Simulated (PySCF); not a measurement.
**Excitation energy of Te by level of theory**

Te [Kr] 4d10 5s2 5p4 (3P) → Te [Kr] 4d10 5s2 5p3 6s1 (5S), as a difference of total energies. Computed with PySCF 2.14 in aug-cc-pVQZ-PP with ECP28MDF (7s7p5d3f2g, 92 functions), with scalar relativity through the core potential. Correlated levels: valence: 4s2 4p6 4d10 frozen. The calculations carry no spin-orbit coupling.

| method | excitation energy (cm⁻¹) |
| --- | --- |
| UHF | 37306 |
| MP2 (valence) | 40713 |
| SCS-MP2 (valence) | 42323 |
| CCSD (valence) | 41698 |
| CCSD(T) (valence) | 41757 |

Errors of the correlated levels include the incompleteness of this basis and the frozen core.

For comparison: 42146 cm⁻¹ (measured; NIST levels, between the centres of gravity of the two terms).
